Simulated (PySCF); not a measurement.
TmCl3(H2O) at several levels of theory

Computed with PySCF 2.14.0 (density fitting, no spin-orbit coupling) at the geometry relaxed with PBE0:

```xyz
7
TmCl3(H2O) (singlet in the valence; each metal's 4f electrons, 12 of them, lie in its core potential, out of spins and levels)
Tm   -0.0534   -0.0489    0.0489
Cl    1.0375    1.8497    1.1597
Cl   -1.6660   -1.3510    1.3510
Cl    1.0375   -1.1597   -1.8497
O    -1.3470    1.3111   -1.3111
H    -1.5034    2.2510   -1.1459
H    -1.5034    1.1459   -2.2510
```

| level | basis | state | HOMO (eV) | gap (eV) | charge on Tm1 (e) | population of f-type functions on Tm1 (polarisation alone where 4f lies in the core) | dipole about the centre of mass (D) | largest force component (eV/Å) |
| --- | --- | --- | --- | --- | --- | --- | --- | --- |
| PBE0 | Tm lcecp-1-SVP with ECP58, Cl def2-SVP, O def2-SVP, H def2-SVP | singlet | -8.45 | 7.08 | 0.84 | 0.04 | 5.92 | 0.02 |
| PBE0 | Tm lcecp-1-TZVP with ECP58, Cl def2-TZVP, O def2-TZVP, H def2-TZVP | singlet | -8.58 | 7.01 | 1.37 | 0.05 | 5.83 | 0.23 |

In the lcecp rows the 4f levels are missing from HOMO and gap, and the state counts the valence alone.

Charges are Mulliken's, which hang on the basis. The relaxation used the grid (50, 194), these runs (75, 302) or, all-electron (x2c bases, spin-free X2C Hamiltonian), (99, 590).

Task: A further run in the first row's basis gives HOMO (eV) -9.70, gap (eV) 9.10, charge on Tm1 (e) 0.77, population of f-type functions on Tm1 (polarisation alone where 4f lies in the core) 0.04, dipole about the centre of mass (D) 5.97, largest force component (eV/Å) 0.11. Which level was it?
A. CAM-B3LYP
B. TPSSh

Result: A. The others give HOMO -7.74 eV (TPSSh).

In the first row's basis the gap widens with exact exchange: 6.1 to 7.1 eV for TPSSh, PBE0 (a fixed share); 9.1 eV for CAM-B3LYP (rising or full at long range).

A frequency check found unstable modes (1, the lowest at -21 cm⁻¹), so the relaxed geometry is a saddle point, or these are noise. An lcecp potential fixes the number of 4f electrons, so in runs with it no electron can move into or out of that shell.
